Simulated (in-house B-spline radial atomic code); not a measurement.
Configurations of Zr⁶⁺, with energies counted from [Ar] 3d10 4s2 4p4. All numbers are computed (Dirac-Hartree-Fock, average of configuration; Fermi nucleus of rms radius 4.2694 fm) with a B-spline radial code for spherical atoms, not measured. Energies include first-order Breit, QED and recoil terms.

Occupations are held fixed; configurations that lie above the ionisation limit could autoionise.

```tsv
configuration	E - E(ref) (eV)	highest orbital	its <r> (bohr)
[Ar] 3d10 4s2 4p3 4d1	36.771	4d5/2	1.518
[Ar] 3d10 4s2 4p3 5s1	52.427	5s1/2	2.384
[Ar] 3d10 4s1 4p4 4d1	62.867	4d5/2	1.509
[Ar] 3d10 4s2 4p3 4f1	68.45	4f5/2	2.162
[Ar] 3d10 4s1 4p4 5g1	113.91	5g7/2	3.881
[Ar] 3d10 4s1 4p4 7g1	127.01	7g7/2	8.977
[Ar] 3d9 4s2 4p4 6s1	241.49	6s1/2	3.999
[Ar] 3d9 4s2 4p4 5g1	250.86	5g7/2	3.88
[Ar] 3d9 4s2 4p4 8g1	267.17	8g7/2	12.17
```

Task: Order these further configurations by energy, lowest first.
A. [Ar] 3d9 4s2 4p4 6g1
B. [Ar] 3d9 4s2 4p5
C. [Ar] 3d10 4s2 4p3 7f1
D. [Ar] 3d10 4s2 4p3 7d1
E. [Ar] 3d9 4s2 4p4 8f1

Result: D (95.84 eV), C (99.42 eV), B (159.72 eV), A (259.02 eV), E (266.53 eV).

Task: How far above the reference does [Ar] 3d9 4s2 4p4 5s1 lie?

Result: 215.11 eV; its least bound orbital is 5s1/2 with <r> = 2.347 bohr.

Task: How far above the reference does [Ar] 3d10 4s1 4p4 8g1 lie?

Result: 130.22 eV; its least bound orbital is 8g7/2 with <r> = 12.17 bohr.

Task: How far above the reference does [Ar] 3d9 4s2 4p4 8s1 lie?

Result: 260.91 eV; its least bound orbital is 8s1/2 with <r> = 8.564 bohr.
